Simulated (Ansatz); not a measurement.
`[Cl][Cd][Cl]` + H–F → `[F][Cd][Cl]` + HCl at 700 K and 1 bar (ligand exchange at a Cd–Cl bond).

Calculated with Ansatz (gas phase, PBE0-D4/def2-TZVP geometries, no zero-point term in ΔE). CCSD(T)/CBS is the MP2 limit (def2-TZVPP, def2-QZVPP) plus CCSD(T) − MP2 in def2-TZVPP, frozen cores. This one scheme is used for every species. def2 core potentials past Kr. For Cd outer-core shells are correlated without core-valence functions, which leaves a few kJ/mol of doubt a bond.

```tsv
species	CCSD(T)/CBS energy (Eh)	H − E (kJ/mol)	S (J/(mol·K))
`[Cl][Cd][Cl]`	-1087.36358	44.3	337.7
H–F	-100.39570	45.2	198.5
`[F][Cd][Cl]`	-727.34376	44.7	331.0
HCl	-460.38127	38.4	211.8
```

H − E and S are ideal-gas, rigid-rotor, harmonic terms from PBE0-D4/def2-TZVP. 1 Eh = 2625.50 kJ/mol, R = 8.31446 J/(mol·K).

Question: By hand: ΔE, ΔH, ΔS and ΔG.

Answer: ΔE = (-727.34376) + (-460.38127) − (-1087.36358) − (-100.39570) = 0.03425 Eh = 89.9 kJ/mol. Δ(H − E) = 44.7 + 38.4 − 44.3 − 45.2 = -6.4, so ΔH = 83.5 kJ/mol. ΔS = 331.0 + 211.8 − 337.7 − 198.5 = 6.6 J/(mol·K). ΔG = 83.5 − 700 × (6.6)/1000 = 78.9 kJ/mol.

Question: By hand: the equilibrium constant, and the temperature at which ΔG would vanish if ΔH and ΔS stayed fixed.

Answer: log₁₀ K = −ΔG/(RT ln 10) = -5.9. ΔG = 0 at ΔH/ΔS = 12652 K, far beyond where these terms or the molecules hold.

The number of gas molecules stays the same, so ΔS is small and ΔH decides. A doubt of 5 kJ/mol in ΔE shifts log₁₀ K by 0.4 here. These are equilibria of isolated gas molecules and say nothing of rates. Largest T1 diagnostic: 0.015 (customary marks: 0.02 for closed shells, 0.045 for open ones).
